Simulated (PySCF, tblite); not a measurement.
Species: C4H8F3OP.
Geometry (GFN2-xTB, Å), atoms numbered from 1 in this order:
```
atom  x, y, z in Å
C1     2.7211   -0.2540    0.1283
C2     1.4646    0.4370   -0.3823
P3     0.0243   -0.4072    0.3683
O4    -0.0635   -1.8403    0.1153
C5    -1.4449    0.5480   -0.2359
C6    -2.6447   -0.0972    0.4075
F7    -2.9941   -1.2414   -0.1714
F8    -2.4117   -0.3621    1.7040
F9    -3.7345    0.6927    0.3791
H10    2.7872   -0.1668    1.2119
H11    3.6149    0.1827   -0.3115
H12    2.6856   -1.3119   -0.1237
H13    1.4623    1.4969   -0.1282
H14    1.3836    0.3328   -1.4677
H15    0.0764   -0.0530    1.7135
H16   -1.5317    0.4582   -1.3207
H17   -1.4020    1.5978    0.0517
```

Computed, not measured: PBE0/pcSseg-1 in PySCF (dipole) on a GFN2-xTB geometry, gas phase.

Take the most abundant isotopes and a rigid rotor. The values belong to one conformer with, in the numbering `[CH3:1][CH2:2][P@H:3](=[O:4])[CH2:5][C:6]([F:7])([F:8])[F:9]`, C1–C2–P3–O4 -57°, C2–P3–C5–C6 -178°.

(1) Give the principal moments of inertia and the rotational constants in GHz.

(2) What kind of rotor is it?

(3) What does the inertial defect say?

(4) List the rotational levels J(Ka,Kc) to J = 3 (MHz).

(5) Predict some low-J microwave lines.

(6) Estimate the classical rotational partition function at 25 K, 50 K and 200 K.

Answers

(1) Ia = 154.19, Ib = 700.81, Ic = 743.26 u·Å²; 505379 MHz·u·Å²/I gives 3278, 721.1 and 679.9 MHz, that is A = 3.2776, B = 0.7211, C = 0.6799 GHz.

(2) A near-prolate asymmetric top: κ = (2 × 721.1 − 3278 − 679.9)/(3278 − 679.9) = -0.97.

(3) Not planar: Δ = Ic − Ia − Ib = -111.74 u·Å². For a rigid frame Δ = −2 Σ m c², so Σ m c² = 55.87 u·Å² lies off the ab plane: 8.78 from hydrogen and 47.09 from heavier atoms. The atom farthest from that plane is 1.59 Å away.

(4) Above 0(0,0):
J = 1: 1(0,1) 1401, 1(1,1) 3958, 1(1,0) 3999
J = 2: 2(0,2) 4203, 2(1,2) 6719, 2(1,1) 6842, 2(2,1) 14511, 2(2,0) 14512
J = 3: 3(0,3) 8404, 3(1,3) 10860, 3(1,2) 11107, 3(2,2) 18715, 3(2,1) 18717, 3(3,1) 31600, 3(3,0) 31600

(5) The dipole components are |μa| = 2.47 D, |μb| = 4.54 D, |μc| = 0.10 D. Intensities carry the squares of the components, which stand as 0.30 : 1.00 : 0.00 (a : b : c). Some lines, for components of 0.1 D or more:

```tsv
type	branch	J(Ka,Kc)	MHz	lower level (cm⁻¹)
b	Q	3(1,2) ← 3(0,3)	2703	0.280
a	R	2(1,2) ← 1(1,1)	2761	0.132
a	R	3(1,3) ← 2(1,2)	4141	0.224
a	R	3(2,1) ← 2(2,0)	4205	0.484
a	R	4(1,4) ← 3(1,3)	5521	0.362
a	R	4(2,2) ← 3(2,1)	5609	0.624
a	R	4(1,3) ← 3(1,2)	5686	0.370
b	Q	4(2,2) ← 4(1,3)	7534	0.560
b	Q	2(2,0) ← 2(1,1)	7670	0.228
b	R	2(2,1) ← 1(1,0)	10513	0.133
b	R	3(2,1) ← 2(1,2)	11999	0.224
b	Q	3(3,1) ← 3(2,2)	12886	0.624
b	Q	4(4,0) ← 4(3,1)	18038	1.241
b	Q	4(4,1) ← 4(3,2)	18038	1.241
b	R	4(3,2) ← 3(2,1)	18488	0.624
```

(6) Point group C1, symmetry number σ = 1; q = (√π/σ)·√((kT/h)³/(ABC)), k/h = 20836.6 MHz/K: 16600 at 25 K, 47000 at 50 K, 376000 at 200 K.

Its GFN2-xTB frequencies are all real (lowest 48 cm⁻¹). Constants of a rigid frame at the computed geometry: no zero-point averaging, no centrifugal distortion. A rigid rotor knows nothing of internal rotation, which can split or shift real lines.

On Intel Xeon 6975P-C, one thread, shared host, this took 35 s (with the writing of density and orbital grids) and 0.87 GiB of memory at its peak. This is the PBE0/pcSseg-1 job that gave the dipole, with the shieldings it also computed.
